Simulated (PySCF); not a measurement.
Dipole response of Br²¹⁺ (bromine, charge +21)

[Ne] 3s2 3p2, high-spin 3P determinant. All numbers are calculated (PySCF 2.14, the spin-free X2C one-electron Hamiltonian (Gaussian nucleus), in an uncontracted even-tempered set (18 s from 2.1 bohr⁻², ratio 2.5; 12 p from 2.7 bohr⁻², ratio 2.5; 5 d from 12 bohr⁻², ratio 2.7; 4 f from 18 bohr⁻², ratio 2.7)). Coupled (time-dependent) response in atomic units; α is the mean over directions.

```
method  mean α (bohr³)               α xx, yy, zz  C₆ (like pair)     S(−4)
   UHF         0.07717  0.09519, 0.06816, 0.06816         0.01554  0.009539
  PBE0         0.07469  0.09333, 0.06538, 0.06538         0.01484  0.008850
```

S(−4) is the Cauchy moment in α(ω) = α(0) + S(−4) ω² + …

Spin-orbit coupling is absent.

α(iu) at UHF:

```json
{"u (hartree)": "0", "α(iu) (bohr³)": "0.07717"}
{"u (hartree)": "0.300", "α(iu) (bohr³)": "0.07632"}
{"u (hartree)": "0.600", "α(iu) (bohr³)": "0.07392"}
{"u (hartree)": "1.20", "α(iu) (bohr³)": "0.06602"}
{"u (hartree)": "1.80", "α(iu) (bohr³)": "0.05672"}
{"u (hartree)": "2.40", "α(iu) (bohr³)": "0.04810"}
{"u (hartree)": "3.00", "α(iu) (bohr³)": "0.04085"}
{"u (hartree)": "4.50", "α(iu) (bohr³)": "0.02824"}
{"u (hartree)": "6.00", "α(iu) (bohr³)": "0.02079"}
{"u (hartree)": "9.00", "α(iu) (bohr³)": "0.01309"}
{"u (hartree)": "15.0", "α(iu) (bohr³)": "0.007379"}
```

A single London oscillator, α(iu) = α/(1 + u²/ω²), gives C₆ = (3/4) ω α². Matching the computed C₆ needs ω = 4 × 0.01554 / (3 × 0.07717²) = 3.48 hartree.

For an ion, C₆ is the dispersion term alone; charge-induced terms of lower order in 1/R come first.

The components differ because the open shell of this determinant is not spherical; for a pure term their mean is the scalar polarisability.

Spin-orbit coupling is strong in this species (close to jj coupling), so the high-spin LS determinant is a model state, not a physical level.
